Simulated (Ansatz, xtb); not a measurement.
**ClF2HNSi2+: which of two isomers lies lower**

We compare X, `F[Si]/[NH+]=[Si](/F)Cl`, a singlet, with Y, `F[SiH]=[N+]=[Si](F)Cl`, a singlet. Both are isolated ions in the gas phase, relaxed with r2SCAN-D4/def2-SVP; the shapes shown needn't be the lowest conformers.

X (Å):

```xyz
7

Cl   -1.4707    1.4297    3.1585
F     0.8099   -0.5642    3.9108
F    -0.3216    2.6216    0.6568
N     1.3614    0.7200    1.7759
Si    2.0808   -0.5821    2.8955
Si   -0.0561    1.5776    1.8092
H     1.9638    0.9558    0.9748
```

Y (Å):

```yaml
atoms:
  - { symbol: Cl, position_ang: [-0.5777, 0.6726, 1.5685] }
  - { symbol: F, position_ang: [0.5694, -3.0952, -2.3539] }
  - { symbol: F, position_ang: [-2.9916, -0.3896, 0.2002] }
  - { symbol: N, position_ang: [-0.6603, -0.8912, -1.2025] }
  - { symbol: Si, position_ang: [0.0736, -1.5956, -2.4389] }
  - { symbol: Si, position_ang: [-1.4229, -0.2855, 0.0672] }
  - { symbol: H, position_ang: [0.3741, -0.9718, -3.7278] }
```

Quicker runs give these differences E(Y) − E(X): GFN2-xTB −22.75 kcal/mol; HF/STO-3G +40.01 kcal/mol (at GFN2-xTB geometries); r2SCAN-D4/def2-SVP//GFN2-xTB +2.50 kcal/mol.

Problem. Estimate which is lower in electronic energy at CCSD(T)/def2-SVP + ΔMP2/def2-TZVPP, and by roughly how much.

Solution. Too close to call at this level: CCSD(T)/def2-SVP + ΔMP2/def2-TZVPP gives E(Y) − E(X) = −0.46 kcal/mol.

How the difference moves with the method:

```tsv
level	geometry	E(Y) − E(X) (kcal/mol)	departure from the last row (kcal/mol)	job, with rough time for the two
GFN2-xTB	GFN2-xTB	−22.75	−22.29	optimisation, 0.56 s
HF/STO-3G	GFN2-xTB	+40.01	+40.47	single point, 0.98 s
r2SCAN-D4/def2-SVP//GFN2-xTB	GFN2-xTB	+2.50	+2.96	single point, 5.7 s
r2SCAN-D4/def2-SVP	r2SCAN-D4/def2-SVP	−1.04	−0.58	optimisation, 1.9 min
HF/def2-SVP	r2SCAN-D4/def2-SVP	−2.24	−1.78	part of the CCSD(T) run
MP2/def2-SVP	r2SCAN-D4/def2-SVP	−0.60	−0.14	part of the CCSD(T) run
CCSD(T)/def2-SVP	r2SCAN-D4/def2-SVP	+3.65	+4.11	single point
CCSD(T)/def2-SVP + ΔMP2/def2-TZVPP	r2SCAN-D4/def2-SVP	−0.46		single point, 60 s
```

As drawn, Y has 1 N=Si, 1 Si–H in place of 1 N–Si, 1 N–H.

The largest departure from CCSD(T)/def2-SVP + ΔMP2/def2-TZVPP is that of HF/STO-3G, 40.47 kcal/mol. The last row adds to CCSD(T) the change of the MP2 difference between the two basis sets, here −4.11 kcal/mol, a large step that makes the value less sure.

With harmonic frequencies from r2SCAN-D4/def2-SVP (ideal gas, rigid rotor, one conformer each, 298.15 K, 1 atm): on the last row, ΔE + ΔZPE = −1.66 kcal/mol. A mode under 50 cm⁻¹ makes harmonic enthalpies and free energies unreliable, so none is given.

The correlated steps freeze 18 core orbitals. Programs: Ansatz 0.2.0, xtb 6.7.1; the last row on 1 thread of Intel(R) Xeon(R) Platinum 8259CL CPU @ 2.50GHz (Skylake/Cascade Lake) on a shared host.
